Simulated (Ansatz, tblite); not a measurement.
Spin states of the cluster Si₂O₂⁻, each relaxed with PBE0-D4/def2-TZVPD in Ansatz. Electronic energies in the gas phase.

The xTB rows come from tblite. HSE06 is defined as in plane-wave codes, on full-range PBE exchange. Correlated methods freeze 12 core orbitals. In CCSD on the charge -1 doublet the largest single amplitude is 0.35, so its Hartree–Fock determinant may place the open shell otherwise than the density functionals do. The structure comes from a short search, and lower isomers may exist.

Doublet geometry (D2h within 0.1 Å):

Cartesian coordinates in Å:
```
Si -0.2211 -0.9878 -0.7316
Si 0.2207 0.9877 0.7319
O -0.8352 0.5998 -0.5576
O 0.8356 -0.5996 0.5572
```

Quartet geometry (D2h within 0.1 Å):

Cartesian coordinates in Å:
```
Si 0.860 0.768 0.397
Si -0.860 -0.768 -0.397
O 0.392 -0.840 0.779
O -0.392 0.840 -0.779
```

⟨S²⟩: doublet 0.76 at PBE0-D4/def2-TZVPD (pure 0.75), quartet 3.76 at PBE0-D4/def2-TZVPD (pure 3.75).

Run but left out: HF/STO-3G, HF/def2-TZVPD, HF/def2-TZVPPD, MP2/def2-TZVPD, MP2/def2-TZVPPD (doublet: a determinant that CCSD turns far, T1 0.061).

Only these spin states were relaxed.

Task: Estimate which spin state lies lowest at each of these levels, and by how much: GFN1-xTB; GFN2-xTB; PBE-D4/def2-TZVPD; revPBE-D4/def2-TZVPD; r2SCAN-D4/def2-TZVPD; B97M-V/def2-TZVPD; PBE0-D4/def2-TZVPD; HSE06-D4/def2-TZVPD; B2PLYP/def2-TZVPD; RPA@PBE/def2-TZVPD; CCSD/def2-TZVPPD; CCSD(T)/def2-TZVPPD.

Result: 
```csv
level,quartet − doublet (kJ/mol),lowest of these,remarks
GFN1-xTB,378.0,doublet,–
GFN2-xTB,312.8,doublet,–
PBE-D4/def2-TZVPD,253.0,doublet,"HOMO above zero (doublet), HOMO above zero (quartet)"
revPBE-D4/def2-TZVPD,250.2,doublet,"HOMO above zero (doublet), HOMO above zero (quartet)"
r2SCAN-D4/def2-TZVPD,241.8,doublet,"HOMO above zero (doublet), HOMO above zero (quartet)"
B97M-V/def2-TZVPD,283.0,doublet,"HOMO above zero (doublet), HOMO above zero (quartet)"
PBE0-D4/def2-TZVPD,252.6,doublet,"HOMO above zero (doublet), HOMO above zero (quartet)"
HSE06-D4/def2-TZVPD,252.4,doublet,"HOMO above zero (doublet), HOMO above zero (quartet)"
B2PLYP/def2-TZVPD,267.9,doublet,–
RPA@PBE/def2-TZVPD,268.6,doublet,–
CCSD/def2-TZVPPD,269.9,doublet,"large T1 (0.050) (quartet), large T1 (0.061) (doublet)"
CCSD(T)/def2-TZVPPD,269.6,doublet,"large T1 (0.050) (quartet), large T1 (0.061) (doublet)"
```

Change of the quartet − doublet gap on mixing in exact exchange, in kJ/mol: PBE to PBE0 (25 % exact exchange) -0.4. The xTB methods have no term that favours high spin, so they put low spin too low.
